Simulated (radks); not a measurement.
Numerical settings for the nickel ion Ni+, [Ar] 3d9. All-electron calculation, non-relativistic Kohn-Sham, r2SCAN, spin-polarised, spherical densities, point nucleus; open shells are filled with parallel spins first; meta-GGA in the generalised Kohn-Sham scheme. Program: a radial shooting solver on a logarithmic mesh with Libxc functionals. The defaults (mesh step 0.008 in ln r, mesh end at 40 bohr or more with all orbitals vanishing there, Anderson mixing 0.5 over 9 steps, residual threshold near 1e-9 with the energy settled to 1e-9 hartree or 1e-11 of itself, here a cap of 79 iterations) give E = -1507.980 hartree and 3d at -12.342 eV in 13 iterations. Run on one thread of a shared host, so times are rough (Arm Neoverse N1): 0.18 s of CPU time, 0.18 s wall, 13 iterations on 2476 mesh points. Changes against that run (0 stands for a change within the tolerance of the run):

\begin{tabular}{lrrrrr}
setting & iterations & converged & E (mhartree) & e(3d) (meV) & CPU (s) \\ \hline
mesh step in ln r 0.005 & 13 & yes & 0 & 0 & 0.28 \\
mesh step in ln r 0.003 & 13 & yes & 0 & 0 & 0.46 \\
mesh step in ln r 0.05 & 13 & yes & -0.551 & 0 & 0.05 \\
mesh end (bohr) 2 & 10 & level above zero & +2.47e+03 & +2.71e+04 & 0.12 \\
mesh end (bohr) 3 & 12 & yes & +271 & +5.95e+03 & 0.15 \\
residual threshold 0.1 & 12 & yes & 0 & +0.0495 & 0.17 \\
residual threshold 1e-05 & 12 & yes & 0 & +0.0495 & 0.17 \\
mixing 1.5 & 18 & yes & 0 & 0 & 0.25 \\
linear mixing, mixing 0.5 & 49 & yes & 0 & +0.00616 & 0.54 \\
linear mixing, mixing 0.8 & 79 & no & +1.31e+04 & -1.45e+05 & 1.9 \\
mixing history 3 & 15 & yes & 0 & -0.00565 & 0.2 \\
iteration cap 2 & 2 & no & +637 & -2.56e+04 & 0.04 \\
\end{tabular}

Settled on a wrong energy, with an occupied level pushed above zero by the early mesh end: mesh end (bohr) 2 (+2.47 hartree). Apart from these: settings that end as converged yet miss the energy by more than 1 mhartree: mesh end (bohr) 3 (+0.271 hartree). A mesh that ends early acts as a hard wall.
